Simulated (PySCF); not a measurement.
PySCF 2.14 output of an unrestricted PBE0 calculation on a single atom or ion in aug-cc-pVTZ, with the non-relativistic Hamiltonian (point nucleus):

```
SCF conv_tol = 1e-09
number electrons alpha = 13  beta = 9
    C. Adamo and V. Barone.,  J. Chem. Phys. 110, 6158 (1999)
    M. Ernzerhof and G. E. Scuseria.,  J. Chem. Phys. 110, 5029 (1999)
cycle= 1 E= -849.010313407985  delta_E= -0.00568  |g|= 0.00923  |ddm|= 1.86
cycle= 2 E= -849.010407546055  delta_E= -9.41e-05  |g|= 0.00531  |ddm|= 0.363
cycle= 3 E= -849.010419320717  delta_E= -1.18e-05  |g|= 0.00116  |ddm|= 0.133
cycle= 4 E= -849.010421689469  delta_E= -2.37e-06  |g|= 0.000156  |ddm|= 0.101
cycle= 5 E= -849.010421918502  delta_E= -2.29e-07  |g|= 2.93e-05  |ddm|= 0.0431
cycle= 6 E= -849.010421930076  delta_E= -1.16e-08  |g|= 5.51e-06  |ddm|= 0.0112
cycle= 7 E= -849.010421930191  delta_E= -1.15e-10  |g|= 1.29e-07  |ddm|= 0.00119
converged SCF energy = -849.010421930191  <S^2> = 6.0006939  2S+1 = 5.0002776
```

The run itself started from symmetry-adapted Hartree-Fock orbitals and held the occupation by maximum overlap, on a logarithmic radial grid, so the iterations belong to that start.

Q: Which element, charge and spin multiplicity is this?

A: Ti (titanium, neutral), multiplicity 5; the state was [Ar] 3d2 4s1 5s1, high-spin 5F determinant (an excited configuration).

The outer electron is Rydberg-like, and this basis confines it to a smaller radius and binds it less than a complete one would.
